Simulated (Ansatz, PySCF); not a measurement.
Input for PySCF:
```python
from pyscf import gto, scf, dft

mol = gto.Mole()
mol.atom = '''
    Na   -0.00000000   -0.00000000   -0.98015460
    O     0.00000000    0.00000000    1.08981044
    H     0.00000000    0.00000000    2.06321711
'''
mol.basis = 'cc-pvdz'
mol.charge = 1
mol.spin = 1
mol.verbose = 4
mol.build()

mf = dft.UKS(mol)
mf.xc = 'b3lyp'
mf.grids.atom_grid = (99, 590)
mf.grids.prune = None
mf.kernel()
```

Task: Write the same job for Ansatz (a first-principles code).

Result: This is not unique; one that fits is 
Ansatz 0.2 input:
```yaml
crystal:
  periodic: [false, false, false]
  atoms:
    - {symbol: Na, position_ang: [-0.00000000, -0.00000000, -0.98015460]}
    - {symbol: O, position_ang: [0.00000000, 0.00000000, 1.08981044]}
    - {symbol: H, position_ang: [0.00000000, 0.00000000, 2.06321711]}
basis:
  gaussian:
    orbitals: cc-pVDZ
hamiltonian:
  xc: b3lyp
total_charge: 1
magnetization: {spin_polarized: true, initial_magnetization: 1}
accuracy: high
```

Both were run: PySCF gave -237.858462 Eh and Ansatz -237.858540 Eh, 0.078 mEh apart.
